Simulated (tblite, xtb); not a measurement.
C$_{7}$H$_{8}$O, charge -1, doublet, geometry from GFN2-xTB (a state made from the parent by changing its charge; the spin is typed, not shown lowest). Base run: GFN1-xTB (xtb 6.7.1).

Input for xtb:
```
$ xtb mol.xyz --gfn 1 --chrg -1 --uhf 1 --json

# file mol.xyz
16

C     -2.77121118     0.23994044    -0.12958900
O     -1.72656556    -0.47586576    -0.69640917
C     -0.41480403    -0.18609183    -0.23796529
C      0.57638089    -0.93693092    -0.84633274
C      1.95745203    -0.72101169    -0.45145035
C      2.23818130     0.22105693     0.51308302
C      1.24591567     0.96727554     1.11675891
C     -0.14392109     0.75840415     0.72765808
H     -3.69040157    -0.11864350    -0.60395580
H     -2.84707108     0.07724334     0.95580377
H     -2.68021740     1.32166249    -0.30819494
H      0.32250921    -1.66874338    -1.60032154
H      2.74106856    -1.30475941    -0.92271470
H      3.27619734     0.38445309     0.81097107
H      1.47210552     1.70835316     1.87621521
H     -0.90962762     1.35150459     1.21049448
```

Programs used: tblite, xtb; a row that names a program was run with it.

The base run was repeated with changes; each row names its change, and settings that it needs were set with it.

| change | ΔE vs base (kJ/mol) | G_solv (kcal/mol) | SCF cycles |
|---|---|---|---|
| base | 0.00 | - | 10 |
| etemp = 10000 | -134.0 | - | 10 |
| gbsa = methanol | -235.2 | -57.16 | 10 |
| acc = 1000 | 0.00 | - | 6 |
| program = tblite; method = gfn1 | 0.00 | - | - |
| etemp = 3000 | -11.89 | - | 10 |
| program = tblite; method = gfn1; option = --grad | 0.00 | - | - |
| alpb = acetonitrile | -213.9 | -51.65 | 10 |
| program = tblite; method = gfn1; option = (--efield, 0,0,0.1) | -1.31 | - | - |

ALPB and GBSA are two models with their own fitted parameters for each solvent, which aren't always the measured dielectric constant.
